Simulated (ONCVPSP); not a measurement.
## dysprosium (Dy), ONCV: configuration errors across variants

- Element: dysprosium
- Generator: ONCVPSP 4.0.1
- Type: optimised norm-conserving Vanderbilt (ONCV)
- Functional: LDA (Perdew-Zunger)
- Relativity: scalar-relativistic
- Frozen core: [Kr] 4d10 4f9
- Valence charge: 11
- Reference configuration: 5s2 5p6 5d1 (charge +2)
- Partial waves: 5s: rc 1.80 bohr, ncon 3, nbas 7, qcut 6.4 1/bohr, 3 projectors, debl 2.3 Ha; 5p: rc 1.40 bohr, ncon 4, nbas 7, qcut 5.6 1/bohr, 2 projectors, debl 0.3 Ha; 5d: rc 2.45 bohr, ncon 4, nbas 9, qcut 4.2 1/bohr, 3 projectors, debl 3.9 Ha
- Local potential: polynomial inside 1.35 bohr (lpopt 5, dvloc0 1 Ha)
- Core correction: none

In the s channel the program set the typed energies aside and used -2.468, 0.250, 2.550 Ha. In the p channel the program set the typed energies aside and used -1.571, 0.250 Ha.

All-electron excitation energies from the reference (eV): (1) 5s2 5p6 5d1 6s2 -19.765; (2) 5s2 5p6 5d1 6s1 -12.712; (3) 5s2 5p6 5d0 20.140.

3 further variants failed, have other tests or too few solved ones, and are left out.

A true bound ghost makes a file unfit for plane-wave use even where its test errors are small: the radial tests pick states by their node count and pass the ghost by.

Errors AE − PS in meV (a dash: test not solved or not reliable):

| change | (1) | (2) | (3) | bound ghosts | GHOST(+) flags above zero |
| --- | --- | --- | --- | --- | --- |
| base | +42 | +18 | -15 | none | s, d |
| s: qcut 4; p: qcut 3.5; d: qcut 2.7 | +41 | +18 | +18 | none | s, d |
| s: qcut 5.4; p: qcut 4.7; d: qcut 3.5 | +37 | +16 | -3.0 | d | s |
| s: qcut 5.9; p: qcut 5.2; d: qcut 3.9 | +41 | +18 | -11 | none | s, d |
| s: qcut 6.5; p: qcut 5.7; d: qcut 4.3 | +42 | +18 | -17 | none | s, d |
| s: qcut 7.1; p: qcut 6.2; d: qcut 4.7 | +43 | +18 | -21 | none | s |
| s: qcut 7.5; p: qcut 6.6; d: qcut 4.9 | +43 | +18 | -22 | none | s |

Question: Give the same row for: s: qcut 4.5; p: qcut 4; d: qcut 3.

Answer: +43, +18, +11; bound ghosts: none; GHOST(+) flags above zero: s, d.
